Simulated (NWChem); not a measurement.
Species: WOF3 cation; SMILES [F][W+](=[O])([F])[F]

This spin state was assumed; another may lie lower. def2 effective core potentials on W; no spin-orbit coupling.

### Question
Give the equilibrium geometry at PBE0/def2-SVP with def2 effective core potentials on W (NWChem) as a Z-matrix, with the point group.

### Answer
point group C3v; any orientation.
```
W
O 1 1.6494
F 1 1.7988 2 105.23
F 1 1.7988 2 105.23 3 120.00
F 1 1.7988 2 105.23 4 120.00
```
